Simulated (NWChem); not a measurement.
# Correlation energy of HBF

SMILES: [BH]F
```xyz
3

B      0.6290    -0.3926     0.0000
F     -0.5341     0.1901     0.0000
H      1.6619     0.2522     0.0000
```
Charge 0, spin multiplicity 2.

Everything below was run with NWChem. All single points use one geometry, from UPBE0/def2-SVP, a minimum by its harmonic frequencies.

Basis set: cc-pVDZ. Each correlation energy counts from its own Hartree-Fock reference.

The correlated methods keep 2 core orbitals frozen. The structure started from a generated list of species. The unpaired electrons of the parent sit in orbitals of symmetry a' (Cs labels of the run); other states weren't searched. No SCF solution was tested for a lower state. Open-shell Hartree-Fock references start from PBE0 orbitals. Coupled-cluster values serve here as a point of comparison, not as the truth.

```
method           correlation energy (mHa)
---------------  ------------------------
CCSD(T) on ROHF                         ?
CCSD[T] on ROHF                    -272.1
URI-MP2                            -251.1
CCSDT on ROHF                           ?
CCSD[T] on UHF                     -270.6
CCSD on UHF                        -264.6
UMP2                               -251.1
CCSD on ROHF                            ?
CCSD(T) on UHF                          ?
SCS-UMP2                           -245.5
```

Task: Some entries are withheld; supply them.

Result: 
- CCSD(T) on ROHF, correlation energy (mHa): -271.0
- CCSDT on ROHF, correlation energy (mHa): -271.4
- CCSD on ROHF, correlation energy (mHa): -265.8
- CCSD(T) on UHF, correlation energy (mHa): -269.6
